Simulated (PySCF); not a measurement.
SMILES C[SiH](C)CC[SiH2]N (C4H15NSi2), GFN2-xTB optimised geometry.

```
22

Si     1.20    -1.06     0.00
C      3.11    -1.06     0.00
C      0.61    -1.99    -1.55
C      0.60     0.75     0.00
C     -0.77     0.99     0.64
Si    -2.26     0.20    -0.23
N     -2.12     0.55    -1.92
H      0.72    -1.76     1.21
H      3.51    -0.53    -0.86
H      3.50    -2.07    -0.03
H      3.51    -0.59     0.89
H     -0.47    -2.07    -1.59
H      1.02    -3.00    -1.57
H      0.94    -1.50    -2.46
H      1.34     1.36     0.54
H      0.58     1.14    -1.02
H     -0.74     0.64     1.67
H     -0.94     2.07     0.69
H     -3.51     0.84     0.18
H     -2.32    -1.24     0.11
H     -1.24     0.37    -2.38
H     -2.88     0.30    -2.53
```

Density from PySCF with CAM-B3LYP/def2-SVP at that geometry.

Minimum of the electron density along straight lines between bonded atoms, close to the bond critical point (lines longer than 1.1 times the sum of covalent radii, or with two minima, are not listed):

```csv
bond,length / Å,ρ at the minimum / e bohr⁻³,∇²ρ there / e bohr⁻⁵,position (fraction from the first atom)
Si1–C2,1.905,0.111,0.32,0.38
Si1–C3,1.906,0.110,0.32,0.38
Si1–C4,1.910,0.112,0.31,0.38
C4–C5,1.530,0.236,-0.51,0.50
C5–Si6,1.899,0.114,0.31,0.62
Si6–N7,1.724,0.123,0.74,0.40
Si1–H8,1.475,0.115,0.32,0.49
C2–H9,1.086,0.271,-0.97,0.63
C2–H10,1.085,0.272,-0.98,0.63
C2–H11,1.086,0.272,-0.98,0.63
C3–H12,1.085,0.273,-0.99,0.63
C3–H13,1.086,0.272,-0.98,0.63
C3–H14,1.087,0.271,-0.96,0.62
C4–H15,1.094,0.271,-0.96,0.62
C4–H16,1.092,0.271,-0.96,0.62
C5–H17,1.091,0.272,-0.97,0.62
C5–H18,1.093,0.272,-0.97,0.62
Si6–H19,1.466,0.117,0.33,0.49
Si6–H20,1.475,0.115,0.32,0.49
N7–H21,1.007,0.330,-1.52,0.77
N7–H22,1.007,0.331,-1.52,0.77
```
